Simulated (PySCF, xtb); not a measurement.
C₂H₈N₂OSi, SMILES C/C=N\[Si@H](N)O. The values are those of a single conformer.

Harmonic wavenumbers (cm⁻¹) from GFN2-xTB in xtb 6.7.1 at its own minimum, in rising order: 35, 110, 147, 167, 188, 204, 260, 292, 368, 536, 617, 694, 709, 725, 791, 814, 840, 890, 926, 979, 1015, 1104, 1341, 1373, 1459, 1461, 1543, 1792, 2218, 2889, 3008, 3019, 3068, 3473, 3517, 3700.

Task: What does PySCF with PBE0-D3(BJ)/def2-SVP give at its own minimum? (The exact figures need the calculation; the answer reports its results.)

Result: 37, 80, 135, 151, 183, 207, 297, 343, 373, 452, 528, 671, 749, 797, 810, 843, 880, 912, 949, 969, 1091, 1123, 1365, 1414, 1441, 1446, 1535, 1830, 2203, 3001, 3050, 3134, 3180, 3620, 3726, 3932. Paired by order, the mean absolute difference is 51 cm⁻¹ and the zero-point energies are 66.2 and 67.8 kcal/mol.
